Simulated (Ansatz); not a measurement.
Basis-set series for C2H10AsB (`C[BH-](C)[AsH3+]`). Charge 0, multiplicity 1. All single points use the PBE0-D4/def2-TZVP geometry.

```
functional       basis  functions  energy (Eh)  HOMO (eV)  LUMO (eV)
   PBE0-D4  def2-TZVPP        281  -2342.57085      -7.82       0.26
   PBE0-D4  def2-QZVPP        560  -2342.62555      -7.84      -0.06
   ωB97M-V  def2-TZVPP        281  -2342.76291     -10.02       1.83
   ωB97M-V  def2-QZVPP        560  -2342.81642     -10.04       1.27
```

Q: Give the rows for def2-SVP. (An estimate is asked.)

A: The calculation gave: 
```tsv
functional	basis	functions	energy (Eh)	HOMO (eV)	LUMO (eV)
PBE0-D4	def2-SVP	124	-2342.17881	-7.72	0.50
ωB97M-V	def2-SVP	124	-2342.36133	-9.90	2.42
```

Positive LUMOs are unbound and depend on the basis. Scalar relativity is left out up to krypton.

Program: Ansatz 0.2.0.
